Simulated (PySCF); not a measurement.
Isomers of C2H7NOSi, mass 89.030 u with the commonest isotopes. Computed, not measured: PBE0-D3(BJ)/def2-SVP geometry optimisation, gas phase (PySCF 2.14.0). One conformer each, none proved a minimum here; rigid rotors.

Problem. Order these by rotational constant B, smallest first.
A. `[CH3:1][C:2](=[O:3])[SiH2:4][NH2:5]` with C1–C2–Si4–N5 -6°, C2–Si4–N5–H -81° and 128°
B. `[CH3:1]/[CH:2]=[N:3]\[SiH2:4][OH:5]` with C2–N3–Si4–O5 -137°, N3–Si4–O5–H -40°
C. `[CH3:1]/[CH:2]=[N:3]/[SiH2:4][OH:5]` with C2–N3–Si4–O5 120°, N3–Si4–O5–H 52°
D. `[CH2:1]=[N:2][CH2:3][O:4][SiH3:5]` with C1–N2–C3–O4 0°, N2–C3–O4–Si5 -175°
E. `[CH3:1][O:2]/[CH:3]=[N:4]\[SiH3:5]` with C1–O2–C3–N4 0°

Solution. C (1736 MHz), D (1891 MHz), B (1971 MHz), E (2391 MHz), A (2635 MHz).

Problem. Order these by dipole moment, largest first.
A. `[CH3:1][C:2](=[O:3])[SiH2:4][NH2:5]` with C1–C2–Si4–N5 -6°, C2–Si4–N5–H -81° and 128°
B. `[CH2:1]=[CH:2][O:3][SiH2:4][NH2:5]` with C1–C2–O3–Si4 8°, C2–O3–Si4–N5 -68°, O3–Si4–N5–H 81° and -68°
C. `[CH2:1]=[N:2][CH2:3][O:4][SiH3:5]` with C1–N2–C3–O4 0°, N2–C3–O4–Si5 -175°
D. `[CH3:1]/[CH:2]=[N:3]/[SiH2:4][OH:5]` with C2–N3–Si4–O5 120°, N3–Si4–O5–H 52°
E. `[CH3:1][C:2](=[O:3])[NH:4][SiH3:5]` with C1–C2–N4–Si5 -179°
F. `[CH3:1]/[CH:2]=[N:3]\[SiH2:4][OH:5]` with C2–N3–Si4–O5 -137°, N3–Si4–O5–H -40°

Solution. A (3.81 D), E (3.51 D), F (2.37 D), D (1.84 D), B (1.60 D), C (1.10 D).

Problem. Order these by radius of gyration √(Σ m r²/M), largest first.
A. `[CH3:1]/[CH:2]=[N:3]\[SiH2:4][OH:5]` with C2–N3–Si4–O5 -137°, N3–Si4–O5–H -40°
B. `[CH2:1]=[CH:2][O:3][SiH2:4][NH2:5]` with C1–C2–O3–Si4 8°, C2–O3–Si4–N5 -68°, O3–Si4–N5–H 81° and -68°
C. `[CH3:1][C:2](=[O:3])[SiH2:4][NH2:5]` with C1–C2–Si4–N5 -6°, C2–Si4–N5–H -81° and 128°
D. `[CH3:1]/[CH:2]=[N:3]/[SiH2:4][OH:5]` with C2–N3–Si4–O5 120°, N3–Si4–O5–H 52°
E. `[CH2:1]=[N:2][CH2:3][O:4][SiH3:5]` with C1–N2–C3–O4 0°, N2–C3–O4–Si5 -175°
F. `[CH3:1][C:2](=[O:3])[NH:4][SiH3:5]` with C1–C2–N4–Si5 -179°

Solution. D (1.891 Å), E (1.830 Å), A (1.802 Å), C (1.717 Å), F (1.700 Å), B (1.661 Å).

```csv
SMILES,point group,Ia (u·Å²),Ib (u·Å²),Ic (u·Å²),κ,μa (D),μb (D),μc (D)
C=NCO[SiH3],near Cs,35.37,267.28,293.42,-0.97,1.07,0.28,0.02
CC(=O)[SiH2]N,–,76.67,191.82,256.63,-0.71,2.88,2.49,0.17
C=CO[SiH2]N,C1,69.22,190.14,232.02,-0.81,0.47,1.40,0.61
CO/C=N\[SiH3],–,60.41,211.41,262.62,-0.86,1.22,1.14,0.00
CC(=O)N[SiH3],near Cs,51.63,210.20,252.59,-0.90,0.65,3.44,0.02
C/C=N/[SiH2]O,C1,37.55,291.04,308.24,-0.98,1.83,0.14,0.11
C/C=N\[SiH2]O,C1,45.74,256.38,276.03,-0.97,2.33,0.37,0.15
```
